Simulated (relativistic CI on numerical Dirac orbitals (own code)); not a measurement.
**Radial parameters of Sb³⁵⁺**

These numbers are calculated, not measured: Dirac-Coulomb-Breit CI, KLI orbitals optimised for each configuration, model QED, unscaled Slater integrals (own radial code, finite nucleus).

Slater integrals F^k, G^k are unscaled and averaged over j, outside the closed core [Ne]; ζ comes from projecting the Hamiltonian with its Breit term on Σ l·s of the shell.

- 3s2 3p4: F^2(3p,3p) = 342130, ζ(3p) = 325190 cm⁻¹; <r>(3p) = 0.2891, <r^2>(3p) = 0.09646 (bohr units).
- 3s 3p5: G^1(3s,3p) = 431790, ζ(3p) = 325050 cm⁻¹; <r>(3s) = 0.2979, <r^2>(3s) = 0.101, <r>(3p) = 0.2893, <r^2>(3p) = 0.09661 (bohr units).
- 3s2 3p3 3d: F^2(3p,3p) = 341780, ζ(3p) = 324760, F^2(3p,3d) = 343640, G^1(3p,3d) = 361850, G^3(3p,3d) = 243390, ζ(3d) = 42717 cm⁻¹; <r>(3p) = 0.2894, <r^2>(3p) = 0.09667, <r>(3d) = 0.2563, <r^2>(3d) = 0.07589 (bohr units).

Averages of the first 10 configurations, taken without configuration mixing, which lowers the lowest level and can move excited configurations by several eV; other configurations of the list can lie among them:

```csv
Configuration,Parity,States,Average energy above the lowest level (eV)
3s2 3p4,even,15,49.7
3s 3p5,odd,12,206.5
3s2 3p3 3d,odd,200,228.2
3p6,even,1,378.1
3s 3p4 3d,even,300,378.7
3p5 3d,odd,60,543.9
3s 3p3 3d2,odd,1800,556.5
3s2 3p2 3d 4p,odd,900,1342.7
3p5 4s,odd,12,1423.3
3s 3p3 3d 4s,odd,800,1427.5
```
